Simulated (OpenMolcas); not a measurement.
# S+: effect of the active space

- Program: OpenMolcas
- Method: CASSCF or its RAS form
- Basis: ANO-RCC-VTZP
- Scalar Hamiltonian: DKH2, point nucleus
- Spin-orbit coupling: state interaction with AMFI integrals over the reference wave functions, term energies averaged over their components

A. 3 electrons in 3 orbitals (3p); 2S+1 = 4 odd, 1 root; 2S+1 = 2 odd, 8 roots; cost about 4 core-seconds
B. 5 electrons in 4 orbitals (3s 3p); 2S+1 = 4 odd, 1 root; 2S+1 = 2 odd, 8 roots; 2S+1 = 4 even, 3 roots; 2S+1 = 2 even, 9 roots; cost of the order of 13 core-seconds
C. 5 electrons in 8 orbitals (3s 3p 4s 4p); 2S+1 = 4 odd, 1 root; 2S+1 = 2 odd, 8 roots; 2S+1 = 4 even, 3 roots; 2S+1 = 2 even, 9 roots; cost roughly 24 core-seconds
D. 5 electrons in 9 orbitals (RAS2 3s 3p; RAS3 3d, at most 2 electrons); 2S+1 = 4 odd, 1 root; 2S+1 = 2 odd, 8 roots; 2S+1 = 4 even, 3 roots; 2S+1 = 2 even, 9 roots; cost of the order of 30 core-seconds

Energies in cm⁻¹ above 3s² 3p³ ⁴S°_3/2, the measured ground level; measured values from NIST Handbook of Basic Atomic Spectroscopic Data.

| Level | A | B | C | D | Measured |
| --- | --- | --- | --- | --- | --- |
| 3s² 3p³ ⁴S°_3/2 | 0.0 | 0.0 | 0.0 | 0.0 | 0.0 |
| 3s² 3p³ ²D°_3/2 | 19220 | 19200 | 18706 | 18127 | 14853 |
| 3s² 3p³ ²D°_5/2 | 19238 | 19231 | 18749 | 18148 | 14885 |
| 3s² 3p³ ²P°_1/2 | 31911 | 26244 | 25385 | 28357 | 24525 |
| 3s² 3p³ ²P°_3/2 | 31935 | 26265 | 25419 | 28373 | 24572 |

Deviations, from unrounded energies. A percentage is the sum of absolute deviations over the sum of measured energies, with the sign that they share, or ± where signs differ.

```csv
Against measurement,Levels,A,B,C,D
mean absolute deviation (cm-1),4,5900,3000,2400,3500
other terms of the ground configuration (%),4,+29.8,+15.4,+12.0,+18.0
```

C lies closest to measurement on these levels and A furthest from it. The largest miss of C in the table is 3s² 3p³ ²D°_5/2, by +3900 cm-1. The ranking rests on the paired levels alone, and a cruder setting can come out closer through cancelling errors.

Among A to D the level of the table that moves most is 3s² 3p³ ²P°_1/2, by 6500 cm-1 (lowest in C, highest in A).

Without dynamic correlation excited terms often stand tens of per cent too high (terms of higher spin than the ground term too low), and those without a measured partner can miss by more than the paired ones. With the s shell closed, the reference lacks s² → p² mixing (holds for A). Active for correlation alone: 4p 4s; no level in the range computed is led by a configuration that fills them, so any true level of that kind is missing (holds for C). The run also gave levels led by 3s² 3p² 3d, which use shells meant for correlation; these and all levels above them are left out (holds for D). Computed and measured levels are paired by configuration, term and J; levels that our copy of the source lacks, or whose pairing is in doubt (as where it misses far off the trend of its configuration), stay unpaired and out of the deviations. Levels of configurations outside the active space are missing. The table leaves out levels that lie high or whose names do not pair safely across all columns.

° marks odd parity.
